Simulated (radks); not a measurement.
Results of a calculation; reference values are marked as such.
Cd8+, 40 electrons, occupied as [Kr] 4d4. Code: a radial shooting solver on a logarithmic mesh with Libxc functionals. Model: Dirac Kohn-Sham, PBE, spin-unpolarised, spherical densities, point nucleus; open shells fill j = l - 1/2 first.

Spin-orbit splittings of the eigenvalues, e(l+1/2) - e(l-1/2), with zeta = 2 splitting/(2l+1) and mean radii in bohr:

shell  occ.  splitting (eV)  zeta (eV)  <r> j=l-1/2  <r> j=l+1/2
2p        6               ?          ?       0.1112       0.1164
3p        6           34.51      23.00       0.3488       0.3597
3d       10           7.031      2.813       0.3316       0.3351
4p        6           6.662      4.441       0.8853       0.9085
4d        4           1.076     0.4305        1.017        1.025
5p        0           1.715      1.143        1.894        1.930

Estimate the 2p splitting.

Answer. 192.5 eV (zeta = 128.3 eV).
